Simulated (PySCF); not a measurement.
Computed IR spectrum (relative IR intensity) of a molecule C₄H₇Cl. Geometry: B3LYP-D3(BJ)/def2-SVP. One conformer was computed; it need not be the lowest. All values below come from PySCF 2.14.0 with B3LYP-D3(BJ)/def2-SVP. Frequencies are harmonic and unscaled.

Lines under 2 % of the strongest are left out, and lines within 2 cm⁻¹ are merged.

```
ν (cm⁻¹)  relative intensity
--------  ------------------
135                      2.3
440                       22
449                      7.6
684                       48
851                       41
917                       41
1006                      28
1080                     100
1154                      70
1332                     3.6
1403                      19
1445                      18
1454                      32
1464                      19
1743                      37
3020                      74
3034                      34
3077                      37
3102                      21
3131                      29
3145                      34
3168                      20
```

Task: Identify the compound among the candidates.
A. C[C@@H]1C[C@H]1Cl
B. CC1(Cl)CC1
C. C/C=C(\C)Cl
D. ClC1CCC1

Result: C, C/C=C(\C)Cl
